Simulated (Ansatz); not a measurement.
One change: `C[CH](Cl)[GeH3]` becomes `CC(Cl)C=N`.

Ansatz, PBE0-D4/def2-TZVP geometries, multiplicity 1. Each molecule was computed in one conformer, which needn't be the lowest.

Scalar relativity is left out up to krypton.

| property | `C[CH](Cl)[GeH3]` |
| --- | --- |
| HOMO–LUMO gap (B3LYP/def2-TZVPP) / eV | 7.69 |
| HOMO energy (ωB97M-V/def2-TZVPP) / eV | -10.04 |
| HOMO–LUMO gap (PBE0/def2-TZVPP) / eV | 8.17 |
| LUMO energy (B3LYP/def2-TZVPP) / eV | 0.08 |
| HOMO energy (B3LYP/def2-TZVPP) / eV | -7.61 |
| HOMO–LUMO gap (ωB97M-V/def2-TZVPP) / eV | 12.13 |

**Question.** What does the change do to each property? (Best estimate.)

**Answer.** The calculation gave: 
```json
{"property": "HOMO–LUMO gap (B3LYP/def2-TZVPP) / eV", "`CC(Cl)C=N`": "6.78", "shift": "-0.91"}
{"property": "HOMO energy (ωB97M-V/def2-TZVPP) / eV", "`CC(Cl)C=N`": "-10.37", "shift": "-0.33"}
{"property": "HOMO–LUMO gap (PBE0/def2-TZVPP) / eV", "`CC(Cl)C=N`": "7.27", "shift": "-0.90"}
{"property": "LUMO energy (B3LYP/def2-TZVPP) / eV", "`CC(Cl)C=N`": "-0.97", "shift": "-1.05"}
{"property": "HOMO energy (B3LYP/def2-TZVPP) / eV", "`CC(Cl)C=N`": "-7.74", "shift": "-0.13"}
{"property": "HOMO–LUMO gap (ωB97M-V/def2-TZVPP) / eV", "`CC(Cl)C=N`": "11.92", "shift": "-0.21"}
```

With PBE0 the HOMO falls by 0.15 eV and the LUMO falls by 1.05 eV, so the gap narrows by about 0.90 eV. PBE moves the HOMO by 0.11 eV and ωB97M-V by -0.33 eV.

B3LYP here is the variant with VWN-RPA as its local correlation; programs differ in this.
